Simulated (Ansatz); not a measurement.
Computed with Ansatz on PBE0-D4/def2-TZVP structures; ΔE is electronic, products minus reactants. CBS: MP2 limit from def2 TZ/QZ plus the TZ coupled-cluster correction, frozen cores. This one scheme is used for every species. Functionals use def2-TZVPP. B3LYP here is the variant with VWN-RPA as its local correlation; programs differ in this. HSE06 is defined as in plane-wave codes. One conformer a species, not always the lowest.

Consider the ligand exchange at the Al–O bond: `C[O][AlH][SH]` + H–F → `[F][AlH][SH]` + CH₃OH.

`C[O][AlH][SH]`:

Cartesian coordinates in Å:
```
C 0.392 0.520 1.280
O -0.617 -0.217 0.664
Al -0.996 -0.788 -0.869
S 0.318 -0.388 -2.569
H 1.192 0.809 0.585
H -0.021 1.437 1.714
H 0.845 -0.063 2.088
H -2.314 -1.616 -1.065
H 1.200 0.307 -1.829
```

H–F:

Z-matrix (Å, degrees):
```
F
H 1 0.920
```

`[F][AlH][SH]`:

```xyz
5

F    -1.248   -1.408   -1.015
Al   -0.220   -0.558   -0.052
S     0.060    1.534   -0.553
H     0.493   -1.272    1.150
H     0.915    1.704    0.471
```

CH₃OH:

Z-matrix (Å, degrees):
```
C
O 1 1.409
H 1 1.097 2 112.4
H 1 1.090 2 107.0 3 -118.5
H 1 1.097 2 112.4 3 123.0
H 2 0.959 1 108.5 3 -61.6
```

| level | ΔE (kJ/mol) | difference from CCSD(T)/CBS |
| --- | --- | --- |
| revPBE-D4 | -47.6 | 1.7 |
| BLYP-D4 | -49.3 | 0.0 |
| r2SCAN-D4 | -51.7 | -2.4 |
| B97M-V | -54.7 | -5.4 |
| B3LYP-D4 | -49.2 | 0.1 |
| r2SCAN0-D4 | -50.4 | -1.1 |
| HSE06-D4 | -48.4 | 0.9 |
| BHLYP-D4 | -49.7 | -0.4 |
| CAM-B3LYP-D4 | -50.9 | -1.6 |
| ωB97X-V | -52.0 | -2.7 |
| ωB97M-V | -51.4 | -2.1 |
| B2PLYP | -52.9 | -3.6 |
| PBE-QIDH | -49.4 | -0.1 |
| PBE | -53.5 | -4.2 |
| revPBE | -56.7 | -7.4 |
| BLYP | -58.2 | -8.9 |
| r2SCAN | -53.1 | -3.8 |
| PBE0 | -52.6 | -3.3 |
| r2SCANh | -52.7 | -3.4 |
| r2SCAN0 | -52.1 | -2.8 |
| HSE06 | -52.3 | -3.0 |
| BHLYP | -55.9 | -6.6 |
| CAM-B3LYP | -55.3 | -6.0 |
| LC-ωPBE | -54.3 | -5.0 |
| RPA@PBE/def2-TZVPP | -49.7 | -0.4 |
| HF/def2-SVP | -56.9 | -7.6 |
| MP2/def2-SVP | -51.1 | -1.8 |
| CCSD/def2-SVP | -53.4 | -4.1 |
| CCSD(T)/def2-SVP | -52.1 | -2.8 |
| HF/def2-TZVPP | -58.2 | -8.9 |
| MP2/def2-TZVPP | -46.3 | 3.0 |
| SCS-MP2/def2-TZVPP | -49.4 | -0.1 |
| CCSD/def2-TZVPP | -50.0 | -0.7 |
| CCSD(T)/def2-TZVPP | -48.2 | 1.1 |
| HF/def2-QZVPP | -59.6 | -10.3 |
| MP2/def2-QZVPP | -47.4 | 1.9 |
| SCS-MP2/def2-QZVPP | -50.5 | -1.2 |
| HF/CBS(def2) | -59.8 | -10.5 |
| MP2/CBS(def2) | -47.3 | 2.0 |
| CCSD/CBS(def2) | -51.0 | -1.7 |
| CCSD(T)/CBS | -49.3 | 0 |

Largest T1 diagnostic among the species: 0.012.

The D4 term adds +7.2 kJ/mol with B3LYP and +4.2 kJ/mol with PBE0; it sums over pairs of atoms, weighted by their polarisabilities, and B3LYP, whose exchange is more repulsive, gets the larger term. In def2-TZVPP, CCSD(T) changes the Hartree–Fock value by +10.0 kJ/mol (the triples alone add +1.7 kJ/mol) and MP2 by +11.9 kJ/mol.
